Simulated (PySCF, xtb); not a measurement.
CH4OSeTe, SMILES CO[Te][SeH].

GFN2-xTB in xtb at its own geometry gives an orbital gap of 3.74 eV and a dipole moment of 2.75 D.

The structure is a stationary point at PBE0-D3(BJ)/def2-SVP. This is a generated structure with no PubChem entry under its InChIKey; it may be hypothetical. The def2 effective core potentials stand for the cores of Te; spin–orbit coupling is left out. One conformer was computed; it need not be the lowest.

Problem. What does PBE/def2-TZVP (PySCF) give? (Estimate from the structure and the level; the computed values follow.)

Solution. gap 2.82 eV (levels -5.32 and -2.51 eV), dipole 1.59 D.
